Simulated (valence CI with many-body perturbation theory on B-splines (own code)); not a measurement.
## Forbidden lines of Sb29+

Method: relativistic CI+MBPT: four valence electrons over a frozen Dirac-Fock core [Ar], radial functions for each j: 9 s, 9 p, 10 d, 8 f, 5 g, 3 h, 1 i, with the one-electron correlation potential Σ1, the two-electron term Σ2, the three-electron term Σ3, Breit, model QED; selected CI, second order for the rest (own B-spline code, finite nucleus).

No measured spectrum was set against this ion. As an estimate, large intervals hold to a few tenths of a per cent, small ones and those within an open d or f shell to about a per cent. Core correlation moves these levels by up to 8100 cm⁻¹, and in measured spectra 5 to 20 % of such shifts remained as error; rates that hang on mixing are uncertain with them. Only levels of the ground parity were solved; by the run's estimate the other parity begins above the list, which can be wrong where configurations are misplaced.

Lines 51 to 100 of 120 in falling wavelength, among levels below 675090 cm⁻¹, chosen from the decays that carry over 1 % of a level's rate. Wavelengths and rates use the calculated energies. Weak lines are less certain than strong ones. Lines between different terms over intervals too small for the method are left out, as are lines whose strength nearly cancels. Branching is blank where the lifetime is uncertain.

Levels are named by their leading jj configuration (3d3/2^4 stands for four electrons in 3d with j = 3/2), which in mixed levels can hold well under half, so a name can repeat and another be missing. Letters in brackets count levels of one name in rising energy.

```csv
λ vac (Å),Upper,Lower,Type,A (s⁻¹),Branch %
954.4,(3d3/2^2 3d5/2^2) J=2 [d],(3d3/2^2 3d5/2^2) J=2 [b],M1,5.42e+03,23.3
944.6,(3d3/2^2 3d5/2^2) J=0 [a],(3d3/2^3 3d5/2) J=1,M1,4.06e+04,100.0
906.0,(3d3/2 3d5/2^3) J=6,(3d3/2^2 3d5/2^2) J=5,M1,7.77e+03,54.4
902.8,(3d5/2^4) J=4,(3d3/2 3d5/2^3) J=5,M1,4.09e+03,7.0
871.6,(3d3/2 3d5/2^3) J=3 [b],(3d3/2^2 3d5/2^2) J=3 [b],M1,7.11e+03,
839.2,(3d3/2 3d5/2^3) J=1 [a],(3d3/2^2 3d5/2^2) J=2 [a],M1,1.10e+04,23.8
830.5,(3d3/2 3d5/2^3) J=3 [b],(3d3/2^2 3d5/2^2) J=2 [b],M1,4.23e+03,
827.0,(3d3/2^2 3d5/2^2) J=1,(3d3/2^3 3d5/2) J=2,M1,2.13e+04,89.9
809.2,(3d3/2^2 3d5/2^2) J=2 [e],(3d3/2^2 3d5/2^2) J=3 [b],M1,1.77e+03,7.6
802.2,(3d3/2^2 3d5/2^2) J=4 [b],(3d3/2^3 3d5/2) J=4,M1,4.13e+01,1.5
789.2,(3d3/2^2 3d5/2^2) J=4 [b],(3d3/2^3 3d5/2) J=3,M1,6.72e+02,24.5
788.9,(3d3/2 3d5/2^3) J=3 [b],(3d3/2^2 3d5/2^2) J=4 [b],M1,3.31e+03,
777.0,(3d5/2^4) J=4,(3d3/2 3d5/2^3) J=3 [a],M1,1.28e+04,21.9
773.6,(3d3/2^2 3d5/2^2) J=2 [e],(3d3/2^2 3d5/2^2) J=2 [b],M1,5.04e+02,2.1
751.6,(3d3/2^2 3d5/2^2) J=2 [b],(3d3/2^3 3d5/2) J=3,M1,3.61e+02,9.2
749.5,(3d3/2^2 3d5/2^2) J=4 [c],(3d3/2^2 3d5/2^2) J=5,M1,1.00e+03,
742.0,(3d3/2 3d5/2^3) J=0,(3d3/2^2 3d5/2^2) J=1,M1,3.04e+04,93.9
739.7,(3d3/2 3d5/2^3) J=3 [c],(3d3/2^2 3d5/2^2) J=2 [c],M1,3.54e+03,
734.1,(3d3/2 3d5/2^3) J=5,(3d3/2^2 3d5/2^2) J=4 [a],M1,1.46e+03,10.2
731.6,(3d3/2^2 3d5/2^2) J=3 [b],(3d3/2^3 3d5/2) J=4,M1,9.30e+03,
724.3,(3d3/2^2 3d5/2^2) J=2 [d],(3d3/2^2 3d5/2^2) J=1,M1,2.77e+03,11.9
723.3,(3d3/2 3d5/2^3) J=3 [c],(3d3/2 3d5/2^3) J=3 [a],M1,3.94e+02,
720.8,(3d3/2^2 3d5/2^2) J=3 [b],(3d3/2^3 3d5/2) J=3,M1,3.96e+02,
716.6,(3d3/2^2 3d5/2^2) J=2 [a],(3d3/2^3 3d5/2) J=1,M1,1.31e+04,67.1
714.4,(3d3/2 3d5/2^3) J=1 [b],(3d3/2^2 3d5/2^2) J=2 [c],M1,5.98e+03,16.1
679.2,(3d3/2^2 3d5/2^2) J=4 [c],(3d3/2^2 3d5/2^2) J=3 [a],M1,3.90e+03,
659.6,(3d5/2^4) J=4,(3d3/2 3d5/2^3) J=4 [a],M1,2.90e+04,49.7
657.2,(3d3/2 3d5/2^3) J=4 [a],(3d3/2^3 3d5/2) J=4,M1,1.14e+03,4.2
654.2,(3d3/2 3d5/2^3) J=1 [a],(3d3/2^2 3d5/2^2) J=0 [a],M1,1.75e+04,37.8
648.5,(3d3/2^2 3d5/2^2) J=2 [b],(3d3/2^3 3d5/2) J=2,M1,3.46e+02,8.8
648.4,(3d3/2 3d5/2^3) J=4 [a],(3d3/2^3 3d5/2) J=3,M1,5.02e+03,18.7
645.4,(3d3/2^2 3d5/2^2) J=2 [d],(3d3/2^2 3d5/2^2) J=2 [a],M1,5.02e+02,2.2
634.7,(3d3/2^2 3d5/2^2) J=2 [d],(3d3/2^2 3d5/2^2) J=3 [a],M1,3.67e+03,15.8
625.4,(3d3/2^2 3d5/2^2) J=3 [b],(3d3/2^3 3d5/2) J=2,M1,6.32e+02,
620.5,(3d3/2 3d5/2^3) J=3 [c],(3d3/2 3d5/2^3) J=4 [a],M1,2.61e+03,
615.2,(3d3/2^2 3d5/2^2) J=2 [e],(3d3/2^2 3d5/2^2) J=1,M1,5.35e+03,22.8
598.5,(3d5/2^4) J=4,(3d3/2^2 3d5/2^2) J=3 [b],M1,6.08e+02,1.0
592.8,(3d3/2^2 3d5/2^2) J=4 [c],(3d3/2^2 3d5/2^2) J=4 [a],M1,4.10e+03,
586.3,(3d3/2 3d5/2^3) J=3 [b],(3d3/2^2 3d5/2^2) J=2 [a],M1,3.16e+02,
577.4,(3d3/2 3d5/2^3) J=3 [b],(3d3/2^2 3d5/2^2) J=3 [a],M1,3.27e+03,
564.6,(3d3/2 3d5/2^3) J=3 [a],(3d3/2^3 3d5/2) J=3,M1,3.82e+03,11.3
558.3,(3d5/2^4) J=4,(3d3/2^2 3d5/2^2) J=4 [b],M1,2.04e+03,3.5
557.4,(3d3/2^2 3d5/2^2) J=2 [e],(3d3/2^2 3d5/2^2) J=2 [a],M1,2.64e+02,1.1
555.0,(3d3/2^2 3d5/2^2) J=2 [c],(3d3/2^3 3d5/2) J=3,M1,2.58e+04,79.5
549.3,(3d3/2^2 3d5/2^2) J=2 [e],(3d3/2^2 3d5/2^2) J=3 [a],M1,7.72e+03,32.9
530.0,(3d3/2 3d5/2^3) J=3 [c],(3d3/2^2 3d5/2^2) J=4 [b],M1,5.18e+02,
527.2,(3d3/2^2 3d5/2^2) J=2 [b],(3d3/2^3 3d5/2) J=1,M1,2.07e+03,53.0
518.1,(3d3/2 3d5/2^3) J=5,(3d3/2^3 3d5/2) J=4,M1,5.17e+02,3.6
513.8,(3d3/2 3d5/2^3) J=3 [b],(3d3/2^2 3d5/2^2) J=4 [a],M1,4.11e+03,
504.3,(3d3/2 3d5/2^3) J=3 [a],(3d3/2^3 3d5/2) J=2,M1,5.97e+03,17.6
```
